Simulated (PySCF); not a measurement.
# Structure revision by computed shifts

A compound C$_{8}$H$_{10}$ gives the data below (simulated from a calculation) and was assigned the structure `CC1=CC2(C=C1)CC2`.

13C{1H} NMR (computed): δ 149.5 (C), 145.2 (CH), 141.0 (CH), 138.0 (CH), 137.6 (CH), 131.8 (CH), 47.9 (CH2), 19.2 (CH3).

1H NMR (300 MHz, computed): δ 6.76 (m, 1H), 6.69 (m, 1H), 6.58 (d, 1H), 6.43 (t, 1H), 6.30 (m, 1H), 3.34 (m, 2H), 2.02 (d, 3H).

Computational details: geometry: GFN2-xTB, shieldings: GIAO PBE0/pcSseg-1, in PySCF 2.14.0 with density-fitted response routines (fast rotation and ring inversion assumed for equivalent nuclei, one conformer, no relativistic terms, gas phase).

Referencing at the same level of theory: 1H (σ = 31.72 ppm) and 13C (σ = 186.93 ppm) against TMS.

(1) Compare with the shifts computed for the proposed structure, pairing carbons in order of shift.

(2) Which isomer fits?

## Answers

(1) Atoms are numbered as in `[CH3:1][C:2]1=[CH:3][C:4]2([CH:5]=[CH:6]1)[CH2:7][CH2:8]2` (H(Xn): hydrogen on atom n).

```csv
atom,computed for proposal,given list,difference
C5,149.0,149.5,-0.5
C2,147.3,145.2,+2.1
C3,141.4,141.0,+0.4
C6,139.3,138.0,+1.3
C4,40.5,137.6,-97.1
C1,18.4,131.8,-113.4
C7,14.6,47.9,-33.3
C8,14.6,19.2,-4.6
```

The rms difference is 54.1 ppm and the largest -113.4 ppm at C1 (allylic methyl carbon). The proposal also would give 7 carbon signals, not 8. The carbon types in order of shift don't match either: CH, C, CH, CH, C, CH3, CH2, CH2 for the proposal against C, CH, CH, CH, CH, CH, CH2, CH3 in the data. The proposal doesn't fit.

(2) `C/C=C\C1=CCC=C1`.

Carbon types of the structure: 1 × C, 5 × CH, 1 × CH2, 1 × CH3, which accounts for all hydrogens. δC 149.5: fully substituted alkene carbon; the olefinic region. δC 145.2, 141.0, 138.0, 137.6, 131.8: alkene CH; an sp2 carbon of a C=C bond. δC 47.9: allylic sp3 CH2; a saturated carbon with 2 carbon neighbours and no heteroatom attached. δC 19.2: allylic methyl carbon; saturated and bonded to C and H only.

The data come from this structure; uniqueness wasn't tested.

Shifts are as computed. Against solution values, carbons near 30 ppm lie about +3 ppm off and those near 130 ppm about +5 ppm (rms about the fit 2.1 ppm; single classes can miss by 10 ppm). Of 1328 compounds with measured shifts, 309 miss one by over three times the rms of a fit or turn the order of signals round; such compounds aren't used in these exercises. Signals without a measured value on file couldn't be tested in this way; 1H shifts scatter by 0.2 ppm about their fit, and single ones miss by 0.5 ppm. Multiplicities follow the n + 1 count of equivalent neighbours, as no J values were calculated; m marks all less simple cases, F and P coupling included.
